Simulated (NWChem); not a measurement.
# InHSCl2; SMILES [In]([Cl])([SH])[Cl]

```xyz
5

In     0.0093     0.0012     0.0004
Cl     0.8909    -2.1555    -0.0006
Cl    -2.3182     0.2026     0.0004
S      1.3966     1.9334     0.0015
H      0.3249     2.7597     0.0018
```
Atoms are numbered in this order, from 1.

Level: PBE0/def2-SVP with def2 effective core potentials on In (NWChem), optimised geometry, unscaled harmonic frequencies. def2 effective core potentials on In; no spin-orbit coupling.

Q: List the harmonic frequencies with IR intensities, and the thermochemistry.

A: 
```json
[
 {"frequency (cm⁻¹)": "80", "IR intensity (km/mol)": "6.9"},
 {"frequency (cm⁻¹)": "95", "IR intensity (km/mol)": "9.7"},
 {"frequency (cm⁻¹)": "98", "IR intensity (km/mol)": "10.4"},
 {"frequency (cm⁻¹)": "230", "IR intensity (km/mol)": "21.0"},
 {"frequency (cm⁻¹)": "335", "IR intensity (km/mol)": "0.1"},
 {"frequency (cm⁻¹)": "390", "IR intensity (km/mol)": "52.2"},
 {"frequency (cm⁻¹)": "396", "IR intensity (km/mol)": "58.1"},
 {"frequency (cm⁻¹)": "699", "IR intensity (km/mol)": "5.7"},
 {"frequency (cm⁻¹)": "2710", "IR intensity (km/mol)": "3.1"}
]
```

The zero-point energy is 7.2 kcal/mol, the thermal correction to the enthalpy at 298.15 K (with zero-point energy) is 12.0 kcal/mol and the heat capacity Cv is 19.0 cal/(mol K). The entropy at 298.15 K and 1 atm (symmetry number 1) is 87.5 cal/(mol K).

Rigid rotor and harmonic oscillator; modes under 100 cm⁻¹ make the entropy uncertain.
